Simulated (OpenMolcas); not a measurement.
## W³⁺: CASPT2 settings compared

```yaml
Program: OpenMolcas 26.06
Basis: ANO-RCC-VTZP [8s7p5d3f2g1h]
Scalar_Hamiltonian: DKH3, point nucleus
Active_space: 3 electrons in 5 orbitals (5d)
State_averaging: 2S+1 = 4 even, 10 roots; 2S+1 = 2 even, 40 roots kept (CI in the orbitals of an earlier block)
Spin-orbit_coupling: state interaction with AMFI integrals over the reference wave functions, term energies averaged over their components
```

Methods on the same reference wave functions:
A. CASSCF
B. SS-CASPT2, IPEA 0 Eh, real shift 0.5 Eh (closed shells correlated: none)
C. SS-CASPT2, IPEA 0.35 Eh, imaginary shift 0.5 Eh (closed shells correlated: 5s 5p)
D. SS-CASPT2, IPEA 0.4 Eh, sigma1 regulariser 0.4 Eh (closed shells correlated: 5s 5p)
E. MS-CASPT2, IPEA 0.4 Eh, sigma1 regulariser 0.4 Eh (closed shells correlated: 5s 5p)
F. MS-CASPT2, IPEA 0 Eh, real shift 0.5 Eh (closed shells correlated: none)

Energies in cm-1 above 5d3 4F 3/2, the measured ground level; measured values from the list in J. Phys. B 45, 035001 (2012).

| Level | A | B | C | D | E | F | Measured |
| --- | --- | --- | --- | --- | --- | --- | --- |
| 5d3 4F 3/2 | 0.0 | 0.0 | 0.0 | 0.0 | 0.0 | 0.0 | 0.0 |
| 5d3 4F 5/2 | 3368 | 3610 | 3570 | 3580 | 3610 | 3650 | 3537 |
| 5d3 4F 7/2 | 6726 | 6960 | 6890 | 6900 | 6930 | 7000 | 6745 |
| 5d3 4F 9/2 [75 %] | 9655 | 9640 | 9560 | 9550 | 9590 | 9690 | 9256 |
| 5d3 4P 1/2 [63 %] | 14817 | 13160 | 13210 | 13080 | 12860 | 12900 | 11773 |
| 5d3 2G 7/2 | 17912 | 16530 | 16400 | 16330 | 16360 | 16570 | 15261 |
| 5d3 2H 9/2 [52 %] | 18512 | 17410 | 17140 | 17090 | 17240 | 17590 |  |
| 5d3 4P 5/2 | 19479 | 18270 | 18120 | 18160 | 18150 | 18250 | 17190 |
| 5d3 2P 1/2 [63 %] | 23619 | 20730 | 21120 | 20720 | 20230 | 20190 | 18365 |
| 5d3 2H 11/2 | 25152 | 23820 | 23400 | 23350 | 23590 | 24110 | 22223 |
| 5d3 2G 9/2 [50 %] | 27062 | 25750 | 25500 | 25440 | 25560 | 25900 |  |
| 5d3 2D 5/2(1) | 27650 | 24560 | 24960 | 24860 | 25030 | 24790 | 22766 |
| 5d3 2P 3/2 [53 %] | 31037 | 27860 | 28340 | 27990 | 27510 | 27300 |  |
| 5d3 2F 7/2 | 35096 | 31680 | 31290 | 31160 | 31190 | 31720 | 28412 |
| 5d3 2F 5/2 | 35244 | 31560 | 31230 | 31100 | 31160 | 31640 | 27938 |
| 5d3 2D 5/2(2) | 52875 | 46830 | 47050 | 46970 | 46880 | 46710 | 43287 |
| 5d3 2D 3/2(2) | 53160 | 46800 | 47090 | 47010 | 47190 | 47070 |  |

Deviations, from unrounded energies. A percentage is the sum of absolute deviations over the sum of measured energies, with the sign that they share, or ± where signs differ.

```json
{"Against measurement": "mean absolute deviation (cm-1)", "Levels": "12", "A": "3800", "B": "1700", "C": "1700", "D": "1600", "E": "1600", "F": "1700"}
{"Against measurement": "fine structure of the ground term (%)", "Levels": "3", "A": "±3.0", "B": "+3.4", "C": "+2.4", "D": "+2.5", "E": "+3.0", "F": "+4.1"}
{"Against measurement": "other terms of the ground configuration (%)", "Levels": "9", "A": "+21.5", "B": "+9.6", "C": "+9.4", "D": "+8.9", "E": "+8.8", "F": "+9.5"}
```

D, E lie about equally close to measurement and A furthest from it. The largest miss of E in the table is 5d3 2D 5/2(2), by +3600 cm-1. The ranking rests on the paired levels alone, and a cruder setting can come out closer through cancelling errors.

Among B to F the level of the table that moves most is 5d3 2P 3/2 [53 %], by 1000 cm-1 (lowest in F, highest in C). Moves below CASPT2's spread within the term are not significant.

The mean deviations of B to F differ by less than CASPT2's widest spread within a term (2000 cm-1), so their order carries little weight.

From A to B the spin-free energies of the other terms of 5d3 shown, above 4F, scale by factors of 0.76 to 0.90, as is usual when dynamic correlation screens the repulsion within a d or f shell.

The lowest spin-free term lies below A's lowest term by 0.014 hartree in B, 0.238 hartree in C, 0.237 hartree in D, 0.237 hartree in E, 0.014 hartree in F.

CASPT2 does not keep the components of a term degenerate, so their means are used; among the terms shown or strongly mixed into the levels shown the widest spread is 2000 cm-1 (5d3 2H, B). Terms from blocks run as CI alone lack orbitals of their own. The CASPT2 spread within a term exceeds the gap to the next term for 5d3 2D(1) and 5d3 2H, so the order of their levels is uncertain (figures for B; the like holds for C, D, E, F). Without dynamic correlation excited terms often stand tens of per cent too high (terms of higher spin than the ground term too low), and those without a measured partner can miss by more than the paired ones (holds for A). Some levels mix across a computed gap that differs much from the measured one, so their mixing is not that of the real levels (holds for A). Measured partners are found by configuration, term and J. A level has none where our copy of the source lacks it or the pairing is in doubt (some pairs that miss far off the trend of their configuration count as doubtful), and it then counts in no deviation. Levels of configurations outside the active space are missing. Levels that lie high or do not pair safely by name in every column are left out.

A share in square brackets marks a mixed level and gives the weight of the term that names it, the lowest over the columns. A number in round brackets counts repeated terms of one configuration in the order of the reference energies.
